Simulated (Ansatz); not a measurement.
A short molecular-dynamics run on `[NH2][Al]([NH2])[SH]`.

```yaml
crystal:
  periodic: [false, false, false]
  atoms:
    - {symbol: N, position_ang: [-0.333367, 1.123465, -1.020110]}
    - {symbol: Al, position_ang: [-0.067311, -0.155269, 0.167345]}
    - {symbol: N, position_ang: [1.403688, -1.127799, 0.168833]}
    - {symbol: S, position_ang: [-1.572721, -0.590682, 1.698035]}
    - {symbol: H, position_ang: [-1.199348, 1.619232, -1.146758]}
    - {symbol: H, position_ang: [0.351506, 1.445464, -1.683627]}
    - {symbol: H, position_ang: [1.646776, -1.784232, 0.891663]}
    - {symbol: H, position_ang: [2.111334, -1.118836, -0.546267]}
    - {symbol: H, position_ang: [-2.251959, 0.542458, 1.453686]}
basis:
  gaussian: {orbitals: "6-31G*"}
hamiltonian: {xc: {name: revPBE}, dispersion: d4}
md: {timestep: 1 fs, n_steps: 30, ensemble: nvt_langevin, temperature: 1500, initial_velocities: maxwell_boltzmann, friction: 0.01, seed: 220}
```

```sh
$ ansatz run in.yaml --threads 4 --pin off --events-out ev --progress --plain --max-ram 10444MiB
```

| step | time (fs) | potential energy (eV) | kinetic (eV) | T (K) | conserved (eV) |
| --- | --- | --- | --- | --- | --- |
| 0 | 0.0 | -20491.6642 | 1.5511 | 1333 | – |
| 1 | 1.0 | -20491.5281 | 1.3864 | 1192 | – |
| 2 | 2.0 | -20491.4119 | 1.3853 | 1191 | – |
| 3 | 3.0 | -20491.4330 | 1.3895 | 1194 | – |
| 4 | 4.0 | -20491.3459 | 1.3626 | 1171 | – |
| 5 | 5.0 | -20491.1186 | 1.2183 | 1047 | – |
| 6 | 6.0 | -20490.9631 | 1.0961 | 942 | – |
| 7 | 7.0 | -20491.0252 | 1.0963 | 942 | – |
| 8 | 8.0 | -20491.2498 | 1.3314 | 1144 | – |
| 9 | 9.0 | -20491.3698 | 1.3907 | 1195 | – |
| 10 | 10.0 | -20491.2138 | 1.2238 | 1052 | – |
| 11 | 11.0 | -20491.0197 | 0.9202 | 791 | – |
| 12 | 12.0 | -20491.0924 | 0.9626 | 827 | – |
| 13 | 13.0 | -20491.1914 | 1.1439 | 983 | – |
| 14 | 14.0 | -20491.1472 | 1.1530 | 991 | – |
| 15 | 15.0 | -20491.0598 | 1.0649 | 915 | – |
| 16 | 16.0 | -20491.0163 | 1.0070 | 866 | – |
| 17 | 17.0 | -20491.0453 | 0.9809 | 843 | – |
| 18 | 18.0 | -20491.1040 | 1.0402 | 894 | – |
| 19 | 19.0 | -20491.1229 | 1.0869 | 934 | – |
| 20 | 20.0 | -20491.1281 | 1.0481 | 901 | – |
| 21 | 21.0 | -20491.2068 | 1.1461 | 985 | – |
| 22 | 22.0 | -20491.3082 | 1.2502 | 1075 | – |
| 23 | 23.0 | -20491.2898 | 1.2295 | 1057 | – |
| 24 | 24.0 | -20491.1194 | 1.1452 | 984 | – |
| 25 | 25.0 | -20490.9522 | 0.9355 | 804 | – |
| 26 | 26.0 | -20490.9615 | 1.0589 | 910 | – |
| 27 | 27.0 | -20491.0680 | 1.1726 | 1008 | – |
| 28 | 28.0 | -20491.1147 | 1.1563 | 994 | – |
| 29 | 29.0 | -20491.0469 | 1.2905 | 1109 | – |
| 30 | 30.0 | -20490.8978 | 1.0702 | 920 | – |

Velocities are drawn at the set temperature; a run this short doesn't reach equilibrium.

Frames (Å, forces in eV/Å):

```xyz
9
time=0.0 fs
N    -0.333    1.123   -1.020   -0.051    0.053    0.006
Al   -0.067   -0.155    0.167   -0.134   -0.089    0.180
N     1.404   -1.128    0.169    0.037   -0.024    0.007
S    -1.573   -0.591    1.698   -0.041   -0.426    0.309
H    -1.199    1.619   -1.147   -0.491    0.282   -0.097
H     0.352    1.445   -1.684    0.396    0.188   -0.365
H     1.647   -1.784    0.892    0.144   -0.360    0.415
H     2.111   -1.119   -0.546    0.394   -0.005   -0.412
H    -2.252    0.542    1.454   -0.253    0.382   -0.043
9
time=1.0 fs
N    -0.330    1.129   -1.022    0.980   -1.471    1.133
Al   -0.073   -0.154    0.159   -0.245   -0.092    0.313
N     1.398   -1.128    0.164    0.383    0.414   -0.966
S    -1.566   -0.593    1.706   -0.499    0.250    0.228
H    -1.131    1.641   -1.167   -2.562    1.494   -0.334
H     0.350    1.398   -1.671    1.512    0.534   -1.338
H     1.652   -1.799    0.845    0.194   -0.904    1.109
H     2.108   -1.146   -0.566   -0.056    0.134   -0.157
H    -2.305    0.559    1.529    0.293   -0.360    0.012
9
time=2.0 fs
N    -0.326    1.135   -1.022    1.572   -1.885    1.269
Al   -0.077   -0.154    0.150   -0.385   -0.056    0.427
N     1.393   -1.129    0.158    0.972    0.286   -1.450
S    -1.558   -0.595    1.714   -0.924    0.798    0.246
H    -1.085    1.675   -1.200   -3.219    2.009   -0.467
H     0.367    1.357   -1.674    1.665    0.444   -1.411
H     1.658   -1.819    0.817    0.084   -0.889    1.174
H     2.106   -1.176   -0.591   -0.571    0.269    0.246
H    -2.355    0.574    1.609    0.807   -0.974   -0.035
9
time=3.0 fs
N    -0.318    1.140   -1.021    0.806   -0.593    0.247
Al   -0.081   -0.155    0.141   -0.539   -0.022    0.554
N     1.389   -1.130    0.149    1.688   -0.589   -1.134
S    -1.552   -0.597    1.722   -1.257    1.183    0.322
H    -1.071    1.726   -1.241   -1.725    0.979   -0.124
H     0.395    1.319   -1.691    1.011    0.195   -0.798
H     1.668   -1.850    0.804   -0.278   -0.114    0.508
H     2.101   -1.202   -0.618   -0.934    0.375    0.576
H    -2.399    0.586    1.688    1.227   -1.414   -0.152
9
time=4.0 fs
N    -0.309    1.146   -1.020    0.066    1.170   -1.416
Al   -0.084   -0.157    0.131   -0.660   -0.021    0.689
N     1.386   -1.132    0.139    2.248   -1.449   -0.727
S    -1.544   -0.599    1.729   -1.494    1.445    0.418
H    -1.076    1.783   -1.283    0.174   -0.532    0.464
H     0.429    1.286   -1.725   -0.098   -0.027    0.214
H     1.680   -1.885    0.791   -0.632    0.687   -0.143
H     2.094   -1.217   -0.645   -1.146    0.444    0.798
H    -2.432    0.595    1.761    1.542   -1.717   -0.297
9
time=5.0 fs
N    -0.300    1.152   -1.021   -0.047    2.298   -2.857
Al   -0.086   -0.159    0.121   -0.747   -0.004    0.784
N     1.384   -1.134    0.127    2.431   -1.950   -0.389
S    -1.537   -0.600    1.737   -1.609    1.568    0.515
H    -1.080    1.833   -1.323    1.361   -1.577    0.920
H     0.464    1.256   -1.765   -1.135   -0.118    1.185
H     1.689   -1.913    0.774   -0.854    1.181   -0.497
H     2.082   -1.226   -0.666   -1.130    0.469    0.793
H    -2.450    0.600    1.834    1.730   -1.868   -0.453
9
time=6.0 fs
N    -0.291    1.160   -1.023    0.095    2.659   -3.562
Al   -0.087   -0.161    0.113   -0.792    0.052    0.823
N     1.384   -1.138    0.114    2.087   -1.967   -0.066
S    -1.530   -0.600    1.744   -1.603    1.551    0.613
H    -1.068    1.870   -1.353    1.781   -2.032    1.155
H     0.490    1.231   -1.793   -1.662   -0.089    1.698
H     1.686   -1.932    0.751   -0.880    1.282   -0.541
H     2.058   -1.228   -0.682   -0.812    0.419    0.491
H    -2.448    0.596    1.908    1.786   -1.876   -0.610
9
time=7.0 fs
N    -0.282    1.172   -1.026    0.307    2.437   -3.550
Al   -0.088   -0.161    0.105   -0.796    0.117    0.843
N     1.385   -1.146    0.102    1.361   -1.544    0.185
S    -1.524   -0.599    1.751   -1.445    1.377    0.657
H    -1.033    1.893   -1.373    1.565   -1.979    1.204
H     0.496    1.212   -1.802   -1.617   -0.034    1.713
H     1.670   -1.941    0.726   -0.728    1.026   -0.353
H     2.030   -1.228   -0.696   -0.336    0.314    0.026
H    -2.427    0.579    1.974    1.688   -1.714   -0.725
9
time=8.0 fs
N    -0.274    1.186   -1.031    0.585    1.611   -2.774
Al   -0.090   -0.160    0.097   -0.770    0.181    0.867
N     1.387   -1.154    0.091    0.376   -0.656    0.246
S    -1.519   -0.598    1.760   -1.052    0.939    0.578
H    -0.980    1.899   -1.381    0.760   -1.355    1.005
H     0.482    1.198   -1.793   -1.040    0.002    1.239
H     1.648   -1.939    0.700   -0.425    0.370    0.098
H     2.001   -1.224   -0.709    0.196    0.178   -0.516
H    -2.388    0.543    2.027    1.370   -1.272   -0.743
9
time=9.0 fs
N    -0.266    1.203   -1.037    1.090   -0.034   -1.077
Al   -0.091   -0.158    0.090   -0.756    0.298    0.871
N     1.389   -1.162    0.080   -0.555    0.714   -0.259
S    -1.515   -0.597    1.770   -0.448    0.218    0.383
H    -0.914    1.895   -1.378   -0.755    0.079    0.422
H     0.459    1.181   -1.772    0.029   -0.001    0.250
H     1.620   -1.928    0.672    0.018   -0.777    0.880
H     1.977   -1.216   -0.727    0.537    0.047   -0.822
H    -2.341    0.498    2.074    0.839   -0.544   -0.648
9
time=10.0 fs
N    -0.258    1.220   -1.042    1.670   -2.167    1.213
Al   -0.092   -0.157    0.085   -0.802    0.478    0.867
N     1.390   -1.169    0.071   -0.901    1.837   -1.162
S    -1.510   -0.597    1.780    0.327   -0.765    0.048
H    -0.852    1.893   -1.374   -2.579    2.063   -0.450
H     0.438    1.160   -1.747    1.344   -0.088   -1.044
H     1.592   -1.922    0.653    0.362   -1.727    1.460
H     1.960   -1.206   -0.756    0.454   -0.075   -0.528
H    -2.288    0.453    2.119    0.125    0.444   -0.404
9
time=11.0 fs
N    -0.251    1.235   -1.045    1.568   -3.185    2.670
Al   -0.093   -0.157    0.080   -0.864    0.624    0.894
N     1.389   -1.173    0.062   -0.754    2.032   -1.629
S    -1.506   -0.598    1.791    1.142   -1.847   -0.416
H    -0.817    1.907   -1.376   -3.303    3.010   -0.881
H     0.428    1.140   -1.731    2.228   -0.208   -1.977
H     1.572   -1.931    0.645    0.429   -1.766    1.327
H     1.946   -1.198   -0.790    0.192   -0.201    0.043
H    -2.236    0.418    2.157   -0.638    1.540   -0.031
9
time=12.0 fs
N    -0.243    1.248   -1.045    0.818   -2.098    1.856
Al   -0.095   -0.157    0.076   -0.882    0.682    0.944
N     1.389   -1.176    0.053   -0.361    1.380   -1.514
S    -1.503   -0.602    1.802    1.611   -2.520   -0.793
H    -0.814    1.950   -1.383   -2.083    1.720   -0.321
H     0.438    1.121   -1.736    1.783   -0.115   -1.670
H     1.560   -1.955    0.646    0.289   -0.962    0.567
H     1.939   -1.190   -0.824   -0.109   -0.318    0.668
H    -2.193    0.402    2.194   -1.067    2.231    0.262
9
time=13.0 fs
N    -0.233    1.260   -1.043    0.375   -0.535   -0.003
Al   -0.098   -0.157    0.072   -0.866    0.703    0.980
N     1.389   -1.179    0.044    0.002    0.546   -1.198
S    -1.501   -0.607    1.814    1.504   -2.382   -0.870
H    -0.828    2.012   -1.390   -0.307   -0.295    0.463
H     0.467    1.097   -1.758    0.458    0.250   -0.542
H     1.550   -1.984    0.650    0.126    0.022   -0.289
H     1.937   -1.181   -0.853   -0.363   -0.428    1.198
H    -2.163    0.412    2.230   -0.928    2.119    0.261
9
time=14.0 fs
N    -0.224    1.275   -1.043    0.314    0.282   -1.252
Al   -0.102   -0.155    0.069   -0.824    0.753    0.966
N     1.389   -1.181    0.034    0.064    0.015   -0.801
S    -1.499   -0.613    1.827    0.947   -1.483   -0.623
H    -0.841    2.074   -1.390    0.839   -1.637    0.870
H     0.492    1.073   -1.785   -0.630    0.651    0.389
H     1.537   -2.008    0.651    0.045    0.678   -0.852
H     1.933   -1.176   -0.870   -0.407   -0.512    1.358
H    -2.143    0.447    2.266   -0.348    1.253   -0.056
9
time=15.0 fs
N    -0.215    1.292   -1.043    0.418    0.444   -1.800
Al   -0.107   -0.154    0.066   -0.755    0.818    0.919
N     1.389   -1.181    0.025   -0.159   -0.196   -0.315
S    -1.498   -0.621    1.839    0.339   -0.351   -0.279
H    -0.844    2.120   -1.379    1.347   -2.243    0.951
H     0.505    1.055   -1.813   -1.261    0.952    0.968
H     1.524   -2.021    0.644    0.024    0.949   -1.071
H     1.923   -1.178   -0.875   -0.226   -0.537    1.091
H    -2.129    0.498    2.297    0.275    0.162   -0.463
9
time=16.0 fs
N    -0.206    1.307   -1.045    0.523    0.219   -1.839
Al   -0.111   -0.153    0.063   -0.671    0.858    0.878
N     1.389   -1.182    0.015   -0.540   -0.052    0.069
S    -1.497   -0.629    1.851   -0.063    0.591   -0.051
H    -0.840    2.142   -1.360    1.425   -2.308    0.844
H     0.500    1.047   -1.837   -1.478    1.113    1.218
H     1.514   -2.022    0.626    0.041    0.811   -0.939
H     1.910   -1.188   -0.875    0.066   -0.507    0.579
H    -2.117    0.551    2.316    0.697   -0.725   -0.760
9
time=17.0 fs
N    -0.197    1.324   -1.048    0.657   -0.371   -1.413
Al   -0.116   -0.151    0.059   -0.574    0.881    0.839
N     1.389   -1.183    0.004   -0.938    0.439    0.160
S    -1.497   -0.637    1.863   -0.254    1.242    0.020
H    -0.827    2.144   -1.339    1.098   -1.863    0.615
H     0.476    1.045   -1.853   -1.320    1.121    1.125
H     1.506   -2.017    0.598    0.091    0.318   -0.528
H     1.900   -1.199   -0.876    0.324   -0.454    0.087
H    -2.105    0.598    2.320    0.916   -1.313   -0.904
9
time=18.0 fs
N    -0.189    1.339   -1.054    0.979   -1.419   -0.492
Al   -0.119   -0.148    0.056   -0.476    0.898    0.787
N     1.389   -1.184   -0.007   -1.207    1.043   -0.010
S    -1.497   -0.644    1.876   -0.288    1.648   -0.022
H    -0.809    2.125   -1.317    0.287   -0.805    0.238
H     0.438    1.049   -1.861   -0.872    0.981    0.680
H     1.496   -2.012    0.564    0.140   -0.331    0.007
H     1.900   -1.211   -0.877    0.458   -0.363   -0.254
H    -2.081    0.635    2.317    0.978   -1.652   -0.934
9
time=19.0 fs
N    -0.180    1.353   -1.060    1.335   -2.516    0.749
Al   -0.124   -0.144    0.055   -0.346    0.875    0.720
N     1.387   -1.184   -0.018   -1.372    1.604   -0.257
S    -1.497   -0.651    1.888   -0.194    1.800   -0.159
H    -0.795    2.101   -1.293   -0.793    0.521   -0.149
H     0.395    1.062   -1.866   -0.212    0.662   -0.083
H     1.484   -2.008    0.531    0.166   -0.966    0.520
H     1.906   -1.226   -0.878    0.510   -0.250   -0.476
H    -2.044    0.654    2.307    0.906   -1.731   -0.866
9
time=20.0 fs
N    -0.170    1.365   -1.064    1.355   -2.994    1.801
Al   -0.130   -0.140    0.054   -0.167    0.793    0.635
N     1.384   -1.184   -0.030   -1.357    1.878   -0.523
S    -1.496   -0.658    1.900   -0.018    1.719   -0.365
H    -0.790    2.090   -1.269   -1.525    1.342   -0.296
H     0.349    1.084   -1.878    0.411    0.271   -0.899
H     1.477   -2.010    0.503    0.142   -1.317    0.824
H     1.911   -1.242   -0.886    0.419   -0.125   -0.465
H    -2.002    0.653    2.285    0.739   -1.567   -0.713
9
time=21.0 fs
N    -0.159    1.376   -1.065    0.858   -2.492    2.037
Al   -0.137   -0.136    0.053    0.022    0.647    0.550
N     1.381   -1.182   -0.042   -1.076    1.611   -0.753
S    -1.494   -0.666    1.911    0.218    1.414   -0.620
H    -0.802    2.097   -1.246   -1.334    1.076   -0.132
H     0.303    1.105   -1.906    0.615    0.046   -1.227
H     1.474   -2.020    0.481    0.065   -1.137    0.762
H     1.918   -1.256   -0.902    0.132    0.008   -0.124
H    -1.958    0.639    2.253    0.499   -1.173   -0.494
9
time=22.0 fs
N    -0.146    1.385   -1.066    0.158   -1.520    1.350
Al   -0.145   -0.131    0.051    0.205    0.465    0.460
N     1.376   -1.179   -0.054   -0.734    0.975   -0.785
S    -1.491   -0.672    1.921    0.558    0.707   -0.944
H    -0.827    2.113   -1.227   -0.485    0.132    0.140
H     0.264    1.125   -1.949    0.363    0.064   -0.741
H     1.471   -2.035    0.466   -0.040   -0.574    0.449
H     1.923   -1.264   -0.921   -0.171    0.122    0.268
H    -1.913    0.609    2.215    0.146   -0.371   -0.196
9
time=23.0 fs
N    -0.134    1.394   -1.068   -0.318   -0.813    0.220
Al   -0.153   -0.126    0.050    0.378    0.277    0.359
N     1.370   -1.176   -0.065   -0.562    0.267   -0.492
S    -1.489   -0.678    1.931    1.034   -0.578   -1.334
H    -0.852    2.130   -1.207    0.329   -0.686    0.295
H     0.237    1.145   -2.002   -0.075    0.227    0.319
H     1.471   -2.052    0.453   -0.159    0.089    0.099
H     1.922   -1.269   -0.934   -0.277    0.205    0.361
H    -1.868    0.566    2.174   -0.350    1.013    0.173
9
time=24.0 fs
N    -0.121    1.400   -1.069   -0.539   -0.482   -0.743
Al   -0.162   -0.123    0.050    0.543    0.088    0.258
N     1.363   -1.173   -0.077   -0.604   -0.349    0.082
S    -1.485   -0.683    1.941    1.536   -2.199   -1.679
H    -0.869    2.139   -1.180    0.799   -1.087    0.292
H     0.219    1.166   -2.052   -0.425    0.362    1.365
H     1.469   -2.068    0.442   -0.269    0.682   -0.191
H     1.915   -1.273   -0.938   -0.159    0.250    0.112
H    -1.824    0.527    2.130   -0.881    2.736    0.504
9
time=25.0 fs
N    -0.111    1.405   -1.071   -0.545   -0.464   -1.297
Al   -0.171   -0.119    0.050    0.711   -0.091    0.161
N     1.355   -1.171   -0.090   -0.871   -0.530    0.660
S    -1.481   -0.690    1.951    1.796   -3.205   -1.806
H    -0.872    2.136   -1.153    0.831   -1.041    0.243
H     0.195    1.189   -2.093   -0.546    0.360    2.038
H     1.463   -2.073    0.429   -0.319    0.877   -0.258
H     1.903   -1.276   -0.938    0.118    0.255   -0.365
H    -1.789    0.507    2.090   -1.175    3.838    0.624
9
time=26.0 fs
N    -0.103    1.410   -1.072   -0.481   -0.586   -1.433
Al   -0.178   -0.115    0.049    0.862   -0.244    0.086
N     1.347   -1.172   -0.103   -1.319   -0.237    1.129
S    -1.475   -0.698    1.961    1.612   -2.600   -1.724
H    -0.867    2.126   -1.125    0.579   -0.721    0.227
H     0.158    1.217   -2.118   -0.443    0.223    2.243
H     1.448   -2.066    0.416   -0.274    0.646   -0.127
H     1.886   -1.277   -0.939    0.482    0.204   -0.932
H    -1.764    0.522    2.062   -1.017    3.314    0.530
9
time=27.0 fs
N    -0.096    1.414   -1.074   -0.472   -0.691   -1.221
Al   -0.184   -0.112    0.047    0.957   -0.359    0.040
N     1.338   -1.173   -0.115   -1.576    0.284    1.126
S    -1.469   -0.707    1.972    1.194   -0.888   -1.611
H    -0.862    2.112   -1.093    0.263   -0.336    0.246
H     0.112    1.247   -2.126   -0.218    0.018    2.043
H     1.425   -2.052    0.402   -0.172    0.138    0.138
H     1.869   -1.279   -0.949    0.639    0.164   -1.160
H    -1.741    0.566    2.042   -0.617    1.670    0.399
9
time=28.0 fs
N    -0.089    1.417   -1.076   -0.421   -0.841   -0.756
Al   -0.188   -0.108    0.045    1.004   -0.425    0.001
N     1.327   -1.173   -0.127   -1.414    0.924    0.376
S    -1.463   -0.716    1.983    0.843    0.799   -1.569
H    -0.855    2.096   -1.060   -0.119    0.106    0.302
H     0.059    1.275   -2.124    0.038   -0.202    1.545
H     1.400   -2.034    0.386   -0.055   -0.596    0.532
H     1.862   -1.280   -0.968    0.395    0.199   -0.765
H    -1.725    0.622    2.024   -0.272    0.035    0.334
9
time=29.0 fs
N    -0.083    1.419   -1.079   -0.356   -0.979    0.024
Al   -0.193   -0.105    0.043    1.035   -0.462   -0.037
N     1.314   -1.171   -0.140   -0.974    1.229   -0.538
S    -1.456   -0.725    1.993    0.599    2.100   -1.585
H    -0.846    2.081   -1.026   -0.508    0.556    0.410
H     0.004    1.299   -2.111    0.287   -0.437    0.670
H     1.377   -2.021    0.374    0.025   -1.055    0.765
H     1.866   -1.283   -0.993   -0.077    0.279   -0.033
H    -1.716    0.679    2.009   -0.030   -1.231    0.323
9
time=30.0 fs
N    -0.075    1.420   -1.083   -0.423   -0.934    1.080
Al   -0.199   -0.103    0.041    1.051   -0.483   -0.069
N     1.301   -1.168   -0.151   -0.495    0.835   -0.952
S    -1.449   -0.734    2.002    0.453    2.923   -1.623
H    -0.840    2.067   -0.989   -0.659    0.801    0.506
H    -0.051    1.319   -2.093    0.427   -0.645   -0.473
H     1.359   -2.020    0.369    0.042   -0.820    0.580
H     1.869   -1.286   -1.016   -0.508    0.353    0.612
H    -1.706    0.730    1.999    0.112   -2.030    0.339
```

Run time 18 s (4 threads of an Arm Neoverse V2 on a shared host); peak host memory 0.4 GiB.
